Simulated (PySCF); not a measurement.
Compound: C₃H₁₃PSi₃.
Numbering: `[CH2:1]=[CH:2][CH2:3][SiH2:4][P:5]([SiH3:6])[SiH3:7]` (hydrogens: H8, H9 on C1; H10 on C2; H11, H12 on C3; H13, H14 on Si4; H15, H16, H17 on Si6; H18, H19, H20 on Si7)

Torsions of this conformer, `[CH2:1]=[CH:2][CH2:3][SiH2:4][P:5]([SiH3:6])[SiH3:7]`: C1–C2–C3–Si4 -105°, C2–C3–Si4–P5 -174°, C3–Si4–P5–Si6 -74°.

The closed-shell ground state was solved at several levels (PySCF, density fitting, gas phase, non-relativistic). Geometry: PBE0-D3(BJ)/def2-SVP, one conformer, isolated molecule.

```csv
level,basis functions,total energy (Eh),HOMO (eV),LUMO (eV),gap (eV),dipole (D)
B3LYP/pcSseg-1,212,-1332.0013,-7.00,-0.45,6.55,0.65
CAM-B3LYP/def2-SVPD,260,-1331.4483,-8.42,0.76,9.18,0.46
```

**Question.** What might PBE0/pcSseg-1 (212 basis functions) give for the same quantities?

**Answer.** Total energy -1331.2573 Eh, HOMO -7.24 eV, LUMO -0.31 eV, gap 6.93 eV, dipole 0.75 D.

**Question.** Over all these levels, which gives the widest orbital gap and which the narrowest?

**Answer.** CAM-B3LYP/def2-SVPD (range-separated hybrid) has the widest, 9.18 eV, and B3LYP/pcSseg-1 (global hybrid, 20 % exact exchange) the narrowest, 6.55 eV. Functional and basis both differ between the two, so the spread mixes both effects.

**Question.** How far do the dipole and the HOMO energy spread over the levels?

**Answer.** The dipole runs from 0.46 to 0.75 D (mean 0.62 D) and the HOMO from -8.42 to -7.00 eV.
